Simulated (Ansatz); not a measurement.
Stepwise reaction of `F[Si](F)([SeH])[SeH]` with hydrogen fluoride, as a gas-phase model of exchange steps in deposition or etching. ΔE in kJ/mol; ΔG adds harmonic PBE0-D4 terms to CCSD(T)/CBS, at 1 bar.

Gas-phase electronic energies from Ansatz, PBE0-D4/def2-TZVP geometries. CCSD(T)/CBS adds triple-zeta CCSD(T) − MP2 to the extrapolated MP2 energy (def2 sets, frozen cores). This one scheme is used for every species. DFT in def2-TZVPP. B3LYP here is the variant with VWN-RPA as its local correlation; programs differ in this. For Se outer-core shells are correlated without core-valence functions, which leaves a few kJ/mol of doubt a bond. Scalar relativity is left out up to krypton. One conformer a species, not always the lowest.

```csv
step,reaction,PBE-D4,B3LYP-D4,ωB97M-V,CCSD(T)/CBS,ΔG(500 K)
2,`F[Si](F)(F)[SeH]` + H–F → `F[Si](F)(F)F` + H₂Se,-74.9,-91.2,-91.9,-90.0,-86.3
```

(1) Give the row of step 1, `F[Si](F)([SeH])[SeH]` + H–F → `F[Si](F)(F)[SeH]` + H₂Se. (Best estimate.)

(2) By hand: ΔE of the 2 steps together at CCSD(T)/CBS.

## Answers

(1) The calculation gave: 
```tsv
step	reaction	PBE-D4	B3LYP-D4	ωB97M-V	CCSD(T)/CBS	ΔG(500 K)
1	`F[Si](F)([SeH])[SeH]` + H–F → `F[Si](F)(F)[SeH]` + H₂Se	-70.6	-86.2	-88.7	-82.8	-96.9
```

(2) (-82.8) + (-90.0) = -172.8 kJ/mol, or -86.4 kJ/mol a step.

In ΔE each step is lower than the one before. All are downhill at CCSD(T)/CBS. ΔG lies between -96.9 and -86.3 kJ/mol a step. PBE-D4 differs from CCSD(T)/CBS by 12.2 to 15.1 kJ/mol a step. Isolated molecules leave out the surface, adducts and barriers. Largest T1 diagnostic: 0.011.
